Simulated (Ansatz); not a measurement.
Geometry optimisation, RKS PBE/def2-SVP (Ansatz).

input.yaml

```yaml
crystal:
  periodic: [false, false, false]
  atoms:
    - { symbol: Ta, position_ang: [0.0, 0.0, 0.0] }
    - { symbol: O, position_ang: [2.37, 0.0, 0.0] }
    - { symbol: H, position_ang: [2.7071, -0.5308, 0.7903] }
    - { symbol: Cl, position_ang: [0.0, 0.0, 2.47] }
    - { symbol: Cl, position_ang: [0.0, 0.0, -2.47] }
    - { symbol: Cl, position_ang: [-1.235, 2.139, 0.0] }
    - { symbol: Cl, position_ang: [-1.235, -2.139, 0.0] }
    - { symbol: "N", position_ang: [0.7757, 1.9227, 1.3241] }
    - { symbol: H, position_ang: [1.1193, 1.7788, 2.3165] }
    - { symbol: H, position_ang: [0.7664, 2.8951, 0.9022] }
    - { symbol: H, position_ang: [1.9581, 1.1538, 0.7945] }
basis:
  gaussian: { orbitals: def2-SVP }
hamiltonian:
  xc: pbe
relax:
  f_tol: 0.15
  max_steps: 25
  restrain:
    - { distance: [0, 7], at: 3.36, k: 30.0 }
    - { distance: [10, 1], at: 2.21, k: 30.0 }
    - { distance: [0, 1], at: 2.02, k: 30.0 }
    - { distance: [10, 7], at: 1.06, k: 30.0 }
```

Command:

```bash
$ ansatz run input.yaml --threads 4 --pin off --max-ram 5120MiB --backend cpu --events-out ev --progress --plain --runs-dir out
```

Task: Where does it end, and by what steps?

Result: It converged. The restraints hold the end off the free minimum; the threshold counts their pulls, which the force column leaves out. Restrained pairs: Ta1–N8 (2.46 → 3.35 Å), O2–H11 (1.46 → 2.21 Å), Ta1–O2 (2.37 → 1.98 Å), N8–H11 (1.51 → 1.04 Å). After 16 steps the energy has fallen by 4.576 eV (the restraints' own energy left out); Cl6 moved furthest, 1.14 Å.

```tsv
step	energy less start (eV)	largest force component (eV/Å)	accepted
0	0.0000	5.136	yes
1	-0.9259	4.638	yes
2	-1.8431	3.842	yes
3	-2.6667	3.711	yes
4	-3.5681	2.226	yes
5	-4.1049	1.376	yes
6	-4.2348	1.266	yes
7	-4.3800	1.307	yes
8	-4.4708	1.023	yes
9	-4.5200	1.094	yes
10	-4.5522	1.195	yes
11	-4.5624	1.213	yes
12	-4.5683	1.321	yes
13	-4.5733	1.166	yes
14	-4.5613	1.284	no
15	-4.5760	1.202	yes
16	-4.5763	1.209	yes
```

```xyz
11
Properties=species:S:1:pos:R:3
Ta -0.088 -0.191 0.128
O 1.869 -0.486 0.262
H 2.239 -0.824 1.101
Cl -0.079 -0.645 2.455
Cl 0.362 0.800 -1.935
Cl -1.834 1.313 0.511
Cl -1.048 -2.131 -0.588
N 1.623 2.517 1.119
H 1.024 2.309 1.926
H 1.058 2.907 0.357
H 2.101 1.651 0.791
```

Run time: 30 s on 4 threads of Intel(R) Xeon(R) 6975P-C (Granite Rapids) (shared host), peak memory 0.28 GiB.
